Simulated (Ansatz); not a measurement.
Program: Ansatz. Geometries: PBE0-D4/def2-TZVP. ΔE: electronic, gas phase. CBS: MP2 limit from def2 TZ/QZ plus the TZ coupled-cluster correction, frozen cores. Functionals use def2-TZVPP. def2 core potentials past Kr. For Sn outer-core shells are correlated without core-valence functions, which leaves a few kJ/mol of doubt a bond. One conformer a species, not always the lowest.

`[SiH3][SiH2][O][SnH3]` + `CC=C(O)O` → `OC(O)=[CH][SnH3]` + `CO[SiH2][SiH3]`  (formal exchange of groups at the Sn–O bond)

```json
{"level": "B2PLYP", "ΔE (kJ/mol)": "93.3"}
{"level": "CCSD(T)/def2-TZVPP", "ΔE (kJ/mol)": "88.9"}
```

Task: What does CCSD(T)/CBS give? (Best estimate.)

Result: Ansatz gave: +94.0 kJ/mol. The listed levels differ from it by -0.7, -5.1 kJ/mol.

Largest T1 diagnostic among the species: 0.014.

In def2-TZVPP, CCSD(T) changes the Hartree–Fock value by −9.0 kJ/mol (the triples alone add −1.8 kJ/mol) and MP2 by −7.4 kJ/mol.
